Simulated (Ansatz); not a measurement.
A search over several starts for the lowest SCF solution of FeI₂⁺ at the given spin, in a small basis.

```yaml
crystal:
  periodic: [false, false, false]
  atoms:
    - {symbol: Fe, position_ang: [-0.015163, -0.008756, -0.000455]}
    - {symbol: I, position_ang: [-0.043553, -0.035974, 2.478775]}
    - {symbol: I, position_ang: [0.058716, 0.044729, -2.478319]}
basis:
  gaussian: {orbitals: def2-SVP}
total_charge: 1
magnetization: {spin_polarized: true, initial_magnetization: 5}
hamiltonian: {xc: pbe0, dispersion: d4}
output: {orbitals: {seedname: orbitals}}
```

```sh
$ ansatz run in.yaml --threads 2 --pin off --events-out ev --progress --plain --max-ram 4352MiB
```

Shortened log:

```
Functional definition: PBE0
  name "PBE0"
  cite "Adamo & Barone, J. Chem. Phys. 110, 6158 (1999) doi:10.1063/1.478522"
  cite "Perdew, Burke & Ernzerhof, Phys. Rev. Lett. 77, 3865 (1996) doi:10.1103/PhysRevLett.77.3865"
  parent pbe
  parameter a = 0.25
  parameter kappa = 0.804
  parameter beta = 0.06672455060314922
  exchange = (1 - a)*pbe_x(kappa = kappa, mu = beta*pi^2/3) + a*exact_x
  correlation = pbe_c(beta = beta)
1007 factors; integrals over basis functions are off by at most 4.0e-4 eV
mean field evaluation 1: about -50428.9319 eV, gradient 1.7e2 eV
mean field evaluation 2: about -48955.4491 eV, gradient 5.8e2 eV
mean field evaluation 4: about -50435.6004 eV, gradient 1.6e2 eV
mean field evaluation 8: about -50453.7788 eV, gradient 1.6e2 eV
mean field evaluation 16: about -50572.9108 eV, gradient 1.7e-1 eV
mean field evaluation 32: about -50572.9115 eV, gradient 4.8e-5 eV
mean field evaluation 64: about -50572.7113 eV, gradient 6.9e0 eV
mean field evaluation 96: about -50572.8711 eV, gradient 5.2e-1 eV
mean field -50572.91151951 eV, -1858.5202187914 hartree, gradient 3.9e-6 eV, S^2 8.766432; 7 other end points of the search recorded, 0 dependent functions left out
reference -50572.91155404 eV, -1858.5202200603 hartree; 40, 35 occupied and 43, 48 virtual orbitals, 1007 factors
Total energy: -50572.99506956 eV, -1858.5232891990 hartree
```

It took 23 s on 2 threads of Intel Xeon 6975P-C on a shared host.

In the def2 sets I takes a core potential; there is no spin–orbit coupling.
